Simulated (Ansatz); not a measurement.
Computed with B3LYP-D3(BJ)/def2-TZVP (Ansatz, a first-principles code). No frequencies were computed at this level.

Ansatz 0.2 input:
```yaml
crystal:
  periodic: [false, false, false]
  atoms:
    - { symbol: C, position_ang: [1.423304, -0.48315, 0.320231] }
    - { symbol: C, position_ang: [0.817975, 0.525953, -0.629555] }
    - { symbol: S, position_ang: [-0.906104, 0.023825, -1.142827] }
    - { symbol: C, position_ang: [-1.708372, 0.335945, 0.494088] }
    - { symbol: O, position_ang: [-0.861314, -1.43138, -1.290989] }
    - { symbol: H, position_ang: [1.064364, -0.342171, 1.337288] }
    - { symbol: H, position_ang: [2.508247, -0.408181, 0.327603] }
    - { symbol: H, position_ang: [1.148714, -1.483606, -0.014789] }
    - { symbol: H, position_ang: [1.378464, 0.561574, -1.563407] }
    - { symbol: H, position_ang: [0.751385, 1.528835, -0.215196] }
    - { symbol: H, position_ang: [-1.584829, 1.381661, 0.749429] }
    - { symbol: H, position_ang: [-1.269875, -0.310699, 1.244388] }
    - { symbol: H, position_ang: [-2.761959, 0.101397, 0.383735] }
basis:
  gaussian: { orbitals: def2-tzvp }
hamiltonian:
  xc: b3lyp
  dispersion: d3bj
relax:
  max_steps: 150
```

Output:

```
Functional definition: B3LYP
1314 factors; their error is unknown
mean field evaluation 1: about -16110.6080 eV, gradient 8.9e1 eV
mean field evaluation 2: about -16086.8168 eV, gradient 1.4e2 eV
mean field evaluation 4: about -16126.1688 eV, gradient 1.1e1 eV
mean field evaluation 8: about -16126.4176 eV, gradient 2.0e-1 eV
mean field evaluation 16: about -16126.4169 eV, gradient 4.0e-4 eV
mean field -16126.41686724 eV, -592.6348889931 hartree, gradient 3.3e-5 eV, S^2 0.000000; 0 other end points of the search recorded, 0 dependent functions left out
reference -16126.41714245 eV, -592.6348991068 hartree; 25, 25 occupied and 184, 184 virtual orbitals, 1314 factors
relax step   1: F+E_penalty+E_count = -16126.93044400 eV  Δ(F+E_penalty+E_count) = +0.000e0 eV  max|allowed force component| = 1.448e0 eV/Å  Δτ_max = 0.0000 Å  (30 SCF iters, accepted)
these checks for a lower state are left out or cut short: starts, cluster_reference, orbital_swaps, neighbouring_geometries, increment
1314 factors; their error is unknown
mean field -16126.45843754 eV, -592.6364166736 hartree, gradient 1.5e-5 eV, S^2 0.000000; 0 other end points of the search recorded, 0 dependent functions left out
reference -16126.45871420 eV, -592.6364268405 hartree; 25, 25 occupied and 184, 184 virtual orbitals, 1314 factors
relax step   2: F+E_penalty+E_count = -16126.96780180 eV  Δ(F+E_penalty+E_count) = -3.736e-2 eV  max|allowed force component| = 9.083e-1 eV/Å  Δτ_max = 0.0601 Å  (32 SCF iters, accepted)
these checks for a lower state are left out or cut short: starts, cluster_reference, orbital_swaps, neighbouring_geometries, increment
1314 factors; their error is unknown
mean field evaluation 32: about -16126.4699 eV, gradient 1.5e-5 eV
mean field -16126.46988622 eV, -592.6368374046 hartree, gradient 1.5e-5 eV, S^2 0.000000; 0 other end points of the search recorded, 0 dependent functions left out
reference -16126.47016267 eV, -592.6368475641 hartree; 25, 25 occupied and 184, 184 virtual orbitals, 1314 factors
relax step   3: F+E_penalty+E_count = -16126.98115413 eV  Δ(F+E_penalty+E_count) = -1.335e-2 eV  max|allowed force component| = 1.195e-1 eV/Å  Δτ_max = 0.0516 Å  (32 SCF iters, accepted)
these checks for a lower state are left out or cut short: starts, cluster_reference, orbital_swaps, neighbouring_geometries, increment
1314 factors; their error is unknown
mean field -16126.47326776 eV, -592.6369616741 hartree, gradient 1.5e-5 eV, S^2 0.000000; 0 other end points of the search recorded, 0 dependent functions left out
reference -16126.47354423 eV, -592.6369718342 hartree; 25, 25 occupied and 184, 184 virtual orbitals, 1314 factors
relax step   4: F+E_penalty+E_count = -16126.98368991 eV  Δ(F+E_penalty+E_count) = -2.536e-3 eV  max|allowed force component| = 1.096e-1 eV/Å  Δτ_max = 0.0275 Å  (33 SCF iters, accepted)
these checks for a lower state are left out or cut short: starts, cluster_reference, orbital_swaps, neighbouring_geometries, increment
1314 factors; their error is unknown
mean field -16126.47355293 eV, -592.6369721536 hartree, gradient 1.5e-5 eV, S^2 0.000000; 0 other end points of the search recorded, 0 dependent functions left out
reference -16126.47382923 eV, -592.6369823076 hartree; 25, 25 occupied and 184, 184 virtual orbitals, 1314 factors
relax step   5: F+E_penalty+E_count = -16126.98438794 eV  Δ(F+E_penalty+E_count) = -6.980e-4 eV  max|allowed force component| = 5.632e-2 eV/Å  Δτ_max = 0.0096 Å  (34 SCF iters, accepted)
these checks for a lower state are left out or cut short: starts, cluster_reference, orbital_swaps, neighbouring_geometries, increment
1314 factors; their error is unknown
mean field -16126.47373049 eV, -592.6369786792 hartree, gradient 1.5e-5 eV, S^2 0.000000; 0 other end points of the search recorded, 0 dependent functions left out
reference -16126.47400672 eV, -592.6369888301 hartree; 25, 25 occupied and 184, 184 virtual orbitals, 1314 factors
relax step   6: F+E_penalty+E_count = -16126.98464163 eV  Δ(F+E_penalty+E_count) = -2.537e-4 eV  max|allowed force component| = 1.482e-2 eV/Å  Δτ_max = 0.0122 Å  (34 SCF iters, accepted)
these checks for a lower state are left out or cut short: starts, cluster_reference, orbital_swaps, neighbouring_geometries, increment
1314 factors; their error is unknown
mean field -16126.47385417 eV, -592.6369832242 hartree, gradient 1.5e-5 eV, S^2 0.000000; 0 other end points of the search recorded, 0 dependent functions left out
reference -16126.47413039 eV, -592.6369933750 hartree; 25, 25 occupied and 184, 184 virtual orbitals, 1314 factors
relax step   7: F+E_penalty+E_count = -16126.98468053 eV  Δ(F+E_penalty+E_count) = -3.890e-5 eV  max|allowed force component| = 4.453e-3 eV/Å  Δτ_max = 0.0052 Å  (34 SCF iters, accepted)
1314 factors; their error is unknown
mean field evaluation 64: about -16126.4735 eV, gradient 4.6e-1 eV
mean field -16126.47385417 eV, -592.6369832242 hartree, gradient 1.5e-5 eV, S^2 0.000000; 1 other end points of the search recorded, 0 dependent functions left out
reference -16126.47413039 eV, -592.6369933750 hartree; 25, 25 occupied and 184, 184 virtual orbitals, 1314 factors
Total energy: -16126.98495675 eV, -592.6557658975 hartree
Atom 0 at     1.428893    -0.478602     0.341637 Å, force    -0.004354     0.002776    -0.003030 eV/Å
Atom 1 at     0.808399     0.498233    -0.642584 Å, force     0.003511     0.000523    -0.000408 eV/Å
Atom 2 at    -0.914586     0.075890    -1.118326 Å, force     0.001593    -0.000401     0.004135 eV/Å
Atom 3 at    -1.696282     0.334007     0.502089 Å, force    -0.004453     0.002710     0.002381 eV/Å
Atom 4 at    -0.944249    -1.392961    -1.373453 Å, force     0.000457    -0.000039    -0.001996 eV/Å
Atom 5 at     1.023271    -0.359631     1.346143 Å, force    -0.000230     0.000091     0.001185 eV/Å
Atom 6 at     2.506879    -0.320889     0.397624 Å, force     0.002091    -0.000156     0.000307 eV/Å
Atom 7 at     1.246471    -1.502382     0.014233 Å, force     0.001052    -0.001579     0.000672 eV/Å
Atom 8 at     1.339992     0.483655    -1.595588 Å, force    -0.000398    -0.000516    -0.000042 eV/Å
Atom 9 at     0.794828     1.529437    -0.282643 Å, force    -0.001432    -0.001015    -0.000554 eV/Å
Atom 10 at    -1.581835     1.374836     0.806000 Å, force     0.001826    -0.000831    -0.001626 eV/Å
Atom 11 at    -1.260579    -0.342510     1.234779 Å, force     0.000995    -0.001783    -0.000985 eV/Å
Atom 12 at    -2.751203     0.100920     0.370088 Å, force    -0.000657     0.000222    -0.000037 eV/Å
Dipole moment:     0.203799     0.633343     0.452711 e Å
```

Cost: very roughly 2.0 core-minutes.
